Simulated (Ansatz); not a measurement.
Job for Ansatz (a quantum-chemistry and plane-wave program): R-CCSD(T)/def2-SVP on AlBrFH2N (SMILES [NH2][Al]([F])[Br]), a point of a torsion scan. The run froze 21 orbitals, filled d shells among them.

Ansatz 0.2 input:
```yaml
crystal:
  periodic: [false, false, false]
  atoms:
    - {symbol: N, position_ang: [-0.97590179, -0.14585438, 0.02656374]}
    - {symbol: Al, position_ang: [0.69684349, 0.16066404, -0.45037323]}
    - {symbol: F, position_ang: [1.72031527, -1.08792624, -0.76758979]}
    - {symbol: Br, position_ang: [1.45605963, 2.25361539, -0.70609169]}
    - {symbol: H, position_ang: [-1.50326738, -0.96525839, -0.23854930]}
    - {symbol: H, position_ang: [-1.61778765, 0.55702408, 0.36554548]}
basis:
  gaussian:
    orbitals: def2-SVP
magnetization: {spin_polarized: false}
correlation: {method: ccsd_t, electrons: outside_noble_gas}
scf: {lower_state_search: off}
```

Program output:

```
WARN ansatz: RAYON_NUM_THREADS=1 ignored (pool sized by the plan → 1); use --threads N
Functional definition: HF
these checks for a lower state are left out or cut short: stability, starts, cluster_reference, orbital_swaps, neighbouring_geometries, increment
integrals: 0.08 GiB planned
836 factors; integrals over basis functions are off by at most 1.3e-3 eV
mean field: 0.28 GiB planned
mean field evaluation 1: about -80789.1802 eV, gradient 4.0e1 eV
mean field evaluation 2: about -80789.2043 eV, gradient 4.0e1 eV
mean field evaluation 4: about -80792.3446 eV, gradient 2.0e0 eV
mean field evaluation 8: about -80792.3689 eV, gradient 1.9e-1 eV
mean field -80792.36902271 eV, -2969.0647985501 hartree, gradient 8.9e-6 eV, S^2 0.000000; 0 other end points of the search recorded, 0 dependent functions left out
21 core orbitals not correlated
reference -80792.36902271 eV, -2969.0647985501 hartree; 12, 12 occupied and 55, 55 virtual orbitals, 836 factors
second order -14.49497600 eV of doubles, -0.00000000 eV of singles
coupled cluster: 0.19 GiB planned
cycle   1  -14.81359087 eV  change   -3.2e-1 eV  update   8.1e-2
cycle   2  -15.08579411 eV  change   -2.7e-1 eV  update   2.4e-2
cycle   3  -15.16613172 eV  change   -8.0e-2 eV  update   1.3e-2
cycle   4  -15.16448749 eV  change    1.6e-3 eV  update   3.1e-3
cycle   5  -15.16177746 eV  change    2.7e-3 eV  update   1.2e-3
cycle   6  -15.16180664 eV  change   -2.9e-5 eV  update   4.3e-4
cycle   7  -15.16176649 eV  change    4.0e-5 eV  update   1.3e-4
cycle   8  -15.16175244 eV  change    1.4e-5 eV  update   4.8e-5
cycle   9  -15.16176292 eV  change   -1.0e-5 eV  update   1.7e-5
perturbative correction -0.30027207 eV, -0.0110347951 hartree
Total energy: -80807.83105771 eV, -2969.6330178555 hartree
Checks for a lower state left out: stability, starts, cluster_reference, orbital_swaps, neighbouring_geometries, increment
```

Self-consistency was reached.

Cost: about 2.7 core-seconds (a rough figure).
